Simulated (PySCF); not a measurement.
## [CeH4]− at several levels of theory

Computed with PySCF 2.14.0 (density fitting, no spin-orbit coupling) at the geometry relaxed with PBE0:

```xyz
5
[CeH4]− (singlet in the valence; each metal's 4f electrons, 1 of them, lie in its core potential, out of spins and levels)
Ce    0.0000    0.0000    0.0000
H     1.2700    1.2700    1.2700
H    -1.2700   -1.2700    1.2700
H     1.2700   -1.2700   -1.2700
H    -1.2700    1.2700   -1.2700
```

```
level                                    basis    state  HOMO (eV)  gap (eV)  charge on Ce1 (e)  population of f-type functions on Ce1 (polarisation alone where 4f lies in the core)  dipole about the centre of mass (D)  largest force component (eV/Å)
 PBE0    Ce lcecp-1-SVP with ECP47, H def2-SVP  singlet      -2.14      5.69               0.32                                                                                  0.02                                 0.00                            0.00
 PBE0  Ce lcecp-1-TZVP with ECP47, H def2-TZVP  singlet      -2.18      5.71               0.58                                                                                  0.04                                 0.00                            0.00
```

In the lcecp rows the 4f levels are missing from HOMO and gap, and the state counts the valence alone.

Charges are Mulliken's, which hang on the basis. The relaxation used the grid (50, 194), these runs (75, 302) or, all-electron (x2c bases, spin-free X2C Hamiltonian), (99, 590).

**Question.** A further run in the first row's basis gives HOMO (eV) -1.24, gap (eV) 4.26, charge on Ce1 (e) 0.31, population of f-type functions on Ce1 (polarisation alone where 4f lies in the core) 0.02, dipole about the centre of mass (D) 0.00, largest force component (eV/Å) 0.02. Which level was it?
A. r2SCAN
B. TPSSh

**Answer.** A. The others give HOMO -1.62 eV (TPSSh).

In the first row's basis the gap widens with exact exchange: 4.3 eV for r2SCAN (none); 4.9 to 5.7 eV for TPSSh, PBE0 (a fixed share).

An lcecp potential fixes the number of 4f electrons, so in runs with it no electron can move into or out of that shell.
